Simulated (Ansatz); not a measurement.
Pd3S2. Total charge 0; singlet. Geometry PBE-D4/def2-SVP.

```xyz
5

Pd   -0.005   -1.676    0.801
Pd   -0.597    0.535   -0.930
Pd    1.303    0.513    1.220
S     0.730    2.122   -0.199
S    -1.431   -1.494   -0.892
```

In the def2 sets Pd takes a core potential; there is no spin–orbit coupling. The restricted singlet is unstable towards broken spin symmetry at other levels; at PBE-D4/def2-SVP, PBE-D4/def2-TZVP, r2SCAN-D4/def2-TZVP, PBE0-D4/def2-SVP and others this wasn't settled. Another isomer (singlet) lies 0.94 eV lower at PBE0-D4/def2-TZVP; other spin states weren't run for this one.

**Question.** Estimate the orbital energies around the gap (eV) in Ansatz with PBE-D4/def2-SVP, PBE-D4/def2-TZVP, r2SCAN-D4/def2-TZVP, PBE0-D4/def2-SVP, PBE0-D4/def2-TZVP.

**Answer.** 
| orbital | PBE-D4/def2-SVP | PBE-D4/def2-TZVP | r2SCAN-D4/def2-TZVP | PBE0-D4/def2-SVP | PBE0-D4/def2-TZVP |
| --- | --- | --- | --- | --- | --- |
| HOMO−13 | -8.30 | -8.23 | -8.39 | -9.63 | -9.51 |
| HOMO−12 | -8.23 | -8.15 | -8.37 | -9.56 | -9.47 |
| HOMO−11 | -8.04 | -7.99 | -8.18 | -9.37 | -9.31 |
| HOMO−10 | -7.38 | -7.34 | -7.53 | -8.87 | -8.81 |
| HOMO−9 | -6.92 | -6.85 | -6.99 | -8.10 | -8.02 |
| HOMO−8 | -6.70 | -6.63 | -6.73 | -7.97 | -7.90 |
| HOMO−7 | -6.41 | -6.37 | -6.57 | -7.94 | -7.87 |
| HOMO−6 | -6.36 | -6.32 | -6.52 | -7.82 | -7.73 |
| HOMO−5 | -6.33 | -6.28 | -6.45 | -7.51 | -7.44 |
| HOMO−4 | -6.14 | -6.09 | -6.26 | -7.47 | -7.39 |
| HOMO−3 | -6.11 | -6.06 | -6.23 | -7.44 | -7.37 |
| HOMO−2 | -6.00 | -5.93 | -6.06 | -6.98 | -6.89 |
| HOMO−1 | -5.81 | -5.74 | -5.90 | -6.85 | -6.76 |
| HOMO | -5.33 | -5.28 | -5.38 | -6.25 | -6.17 |
| LUMO | -5.04 | -4.99 | -5.03 | -4.60 | -4.53 |
| LUMO+1 | -4.82 | -4.76 | -4.74 | -4.22 | -4.14 |
| LUMO+2 | -4.10 | -4.10 | -3.96 | -3.26 | -3.25 |
| LUMO+3 | -1.77 | -1.77 | -1.46 | -0.92 | -0.90 |
| LUMO+4 | -1.00 | -1.08 | -0.76 | -0.30 | -0.33 |
| LUMO+5 | -0.95 | -1.02 | -0.74 | -0.26 | -0.30 |
